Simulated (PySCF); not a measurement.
## Working out the ionisation energy of Sb⁺

Sb⁺ [Kr] 4d10 5s2 5p2 (3P) → Sb²⁺ [Kr] 4d10 5s2 5p1 (2P). Calculation: PySCF 2.14, in aug-cc-pwCVTZ-PP with ECP28MDF (8s7p6d4f1g, 96 functions); scalar relativity through the core potential. Frozen: 4s2 4p6 4d10. Energies in hartree (1 hartree = 27.21139 eV):

```csv
part,Sb⁺ (lower),Sb²⁺ (upper)
UHF,-238.962878,-238.374777
CCSD correlation,-0.060520,-0.047151
(T),-0.001521,-0.000645
```

**Question.** What does Hartree-Fock give?

**Answer.** (-238.374777) − (-238.962878) = 0.588101 hartree = 16.003 eV.

**Question.** What do CCSD and CCSD(T) give?

**Answer.** The CCSD correlation energies differ by 0.013369 hartree = 0.364 eV and the triples by 0.000876 hartree = 0.024 eV, so CCSD gives 16.367 eV and CCSD(T) 16.391 eV.

Reference: 16.626 ± 0.025 eV (measured; NIST Atomic Spectra Database, ionization energies), between the lowest levels; spin-orbit coupling is absent from the calculation.

What remains against the reference includes basis incompleteness, the frozen core and higher excitations.
